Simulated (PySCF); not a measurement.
# SMILES [NH3+][Al@H-]1[CH2]CO[CH2]1, C₃H₁₀AlNO

Molfile (atoms numbered from 1):
```
C3H10AlNO
     RDKit          3D

 16 16  0  0  0  0  0  0  0  0999 V2000
    2.3695   -0.4584    0.2413 N   0  0  0  0  0  0  0  0  0  0  0  0
    0.5454   -0.0247   -0.6242 Al  0  0  1  0  0  4  0  0  0  0  0  0
   -0.8683   -1.2117    0.1700 C   0  0  0  0  0  0  0  0  0  0  0  0
   -1.8858   -0.0728   -0.0501 C   0  0  0  0  0  0  0  0  0  0  0  0
   -1.2745    1.0291   -0.7059 O   0  0  0  0  0  0  0  0  0  0  0  0
   -0.2121    1.6419    0.1414 C   0  0  0  0  0  0  0  0  0  0  0  0
    2.6757   -1.3585   -0.1142 H   0  0  0  0  0  0  0  0  0  0  0  0
    2.3603   -0.4953    1.2576 H   0  0  0  0  0  0  0  0  0  0  0  0
    3.0412    0.2454   -0.0506 H   0  0  0  0  0  0  0  0  0  0  0  0
    1.0184   -0.0755   -2.0962 H   0  0  0  0  0  0  0  0  0  0  0  0
   -1.2203   -2.1066   -0.3513 H   0  0  0  0  0  0  0  0  0  0  0  0
   -0.8374   -1.4806    1.2323 H   0  0  0  0  0  0  0  0  0  0  0  0
   -2.3336    0.2781    0.8899 H   0  0  0  0  0  0  0  0  0  0  0  0
   -2.6962   -0.3739   -0.7192 H   0  0  0  0  0  0  0  0  0  0  0  0
   -0.0322    2.6041   -0.3517 H   0  0  0  0  0  0  0  0  0  0  0  0
   -0.6579    1.8684    1.1194 H   0  0  0  0  0  0  0  0  0  0  0  0
  1  2  1  0
  2  3  1  0
  3  4  1  0
  4  5  1  0
  5  6  1  0
  6  2  1  0
  1  7  1  0
  1  8  1  0
  1  9  1  0
  2 10  1  6
  3 11  1  0
  3 12  1  0
  4 13  1  0
  4 14  1  0
  6 15  1  0
  6 16  1  0
M  CHG  2   1   1   2  -1
M  END
```

Computed with GIAO B3LYP/pcSseg-1 magnetisability, rotational g tensor and spin-rotation constants, non-relativistic, gas phase (PySCF). Geometry: GFN2-xTB.

Question: Give the nuclear spin-rotation constants along the inertial axes (H = +C I·J) beside the isotropic shieldings.

Answer: Rotational constants 4.7146, 2.1571, 1.7277 GHz. A star marks the isotopologue with that one atom substituted, in its own axes.
```tsv
atom	isotope	Caa (kHz)	Cbb (kHz)	Ccc (kHz)	mean (kHz)	σ (ppm)
N1	14N	0.233	0.095	0.072	0.133	222.7
Al2	27Al	2.960	0.951	0.820	1.577	467.0
H7	1H	-0.398	-0.111	-0.167	-0.225	29.8
H8	1H	-0.546	-0.258	0.013	-0.264	29.6
H9	1H	-0.387	-0.058	-0.210	-0.218	29.7
H10	1H	-0.321	-0.170	0.035	-0.152	28.2
H11	1H	-0.503	-0.025	-0.135	-0.221	31.1
H12	1H	-0.490	-0.210	-0.003	-0.235	31.4
H13	1H	-0.353	-0.236	0.064	-0.175	28.3
H14	1H	-0.056	-0.198	-0.044	-0.099	27.2
H15	1H	-0.488	0.111	-0.164	-0.180	28.3
H16	1H	-0.416	-0.230	0.050	-0.199	29.2
C3	13C*	0.553	0.315	0.255	0.374	172.8
C4	13C*	1.236	0.401	0.456	0.698	105.2
O5	17O*	-0.552	-0.201	-0.095	-0.283	289.3
C6	13C*	0.964	0.525	0.361	0.617	117.9
```
For the geometry as given, no vibrational averaging.

Question: How do the rotational constants and the g tensor change when H7, H8, H9, H10, H11, H12, H13, H14, H15, H16 are replaced by deuterium?

Answer: Constants 3.6529, 1.7799, 1.4405 GHz; g -0.0264, -0.0008, -0.0017, against -0.0337, -0.0007, -0.0019 before.
